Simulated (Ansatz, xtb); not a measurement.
CH5GeNOSi: which of two isomers lies lower

Structure I is `N#[C][Ge@@H]([OH])[SiH3]`, a singlet and structure II is `N#C[Si@@H](O)[GeH3]`, a singlet. Both are isolated molecules in the gas phase, relaxed with r2SCAN-D4/def2-SVP; the shapes shown needn't be the lowest conformers.

I (Å):

```xyz
10

C    -2.1758   -1.3429   -1.1037
Ge   -0.4739   -1.3226   -0.1679
N    -3.1853   -1.2901   -1.6844
O     0.7813   -1.8396   -1.3213
Si   -0.1616    0.9034    0.6344
H    -0.5163   -2.4458    0.8674
H     0.8579   -1.2480   -2.0824
H    -1.3093    1.2744    1.5121
H    -0.0993    1.8170   -0.5438
H     1.1176    0.9719    1.3986
```

II (Å):

```yaml
atoms:
  - { symbol: C, position_ang: [-2.1244, -1.3801, -1.0591] }
  - { symbol: Ge, position_ang: [-0.1515, 0.9363, 0.4794] }
  - { symbol: N, position_ang: [-3.1176, -1.3519, -1.6691] }
  - { symbol: O, position_ang: [0.7083, -1.9792, -1.0396] }
  - { symbol: Si, position_ang: [-0.5139, -1.3395, -0.1126] }
  - { symbol: H, position_ang: [-0.6746, -2.2417, 1.0529] }
  - { symbol: H, position_ang: [0.9632, -1.4986, -1.8367] }
  - { symbol: H, position_ang: [-1.3522, 1.4970, 1.2522] }
  - { symbol: H, position_ang: [0.0500, 1.7673, -0.7971] }
  - { symbol: H, position_ang: [1.1097, 1.0550, 1.3474] }
```

Quicker runs give these differences E(II) − E(I): GFN2-xTB −0.305 eV; HF/STO-3G −0.264 eV (at GFN2-xTB geometries); r2SCAN-D4/def2-SVP//GFN2-xTB −0.706 eV.

Problem. Estimate E(II) − E(I) at the level CCSD(T)/def2-SVP + ΔMP2/def2-TZVPP.

Solution. Calculated at CCSD(T)/def2-SVP + ΔMP2/def2-TZVPP: E(II) − E(I) = −0.752 eV, so structure II lies lower.

Level by level:

| level | geometry | E(II) − E(I) (eV) | departure from the last row (eV) | job, with rough time for the two |
| --- | --- | --- | --- | --- |
| GFN2-xTB | GFN2-xTB | −0.305 | +0.447 | optimisation, 1.3 s |
| HF/STO-3G | GFN2-xTB | −0.264 | +0.487 | single point, 3.9 s |
| r2SCAN-D4/def2-SVP//GFN2-xTB | GFN2-xTB | −0.706 | +0.046 | single point, 15 s |
| r2SCAN-D4/def2-SVP | r2SCAN-D4/def2-SVP | −0.760 | −0.009 | optimisation, 2.9 min |
| HF/def2-SVP | r2SCAN-D4/def2-SVP | −0.726 | +0.026 | part of the CCSD(T) run |
| MP2/def2-SVP | r2SCAN-D4/def2-SVP | −0.695 | +0.056 | part of the CCSD(T) run |
| CCSD(T)/def2-SVP | r2SCAN-D4/def2-SVP | −0.673 | +0.078 | single point |
| CCSD(T)/def2-SVP + ΔMP2/def2-TZVPP | r2SCAN-D4/def2-SVP | −0.752 |  | single point, 2.4 min |

As drawn, II has 1 C–Si, 1 O–Si, 2 Ge–H in place of 1 C–Ge, 1 Ge–O, 2 Si–H.

None of the levels shown reverses the order. The largest departure from CCSD(T)/def2-SVP + ΔMP2/def2-TZVPP is that of HF/STO-3G, 0.487 eV. The last row adds to CCSD(T) the change of the MP2 difference between the two basis sets, here −0.078 eV.

With thermal terms from frequencies at re-optimised GFN2-xTB minima (ideal gas, soft modes damped towards free rotors, one conformer each, 298.15 K, 1 atm): on the last row, ΔE + ΔZPE = −0.728, ΔH = −0.735, ΔG = −0.734 eV.

The correlated steps freeze 17 core orbitals; the filled d shell of Ge is correlated, in a basis made for valence electrons. Run with Ansatz 0.2.0, xtb 6.7.1; the last row on 2 threads of Intel(R) Xeon(R) Processor @ 2.50GHz (Skylake/Cascade Lake) on a shared host.
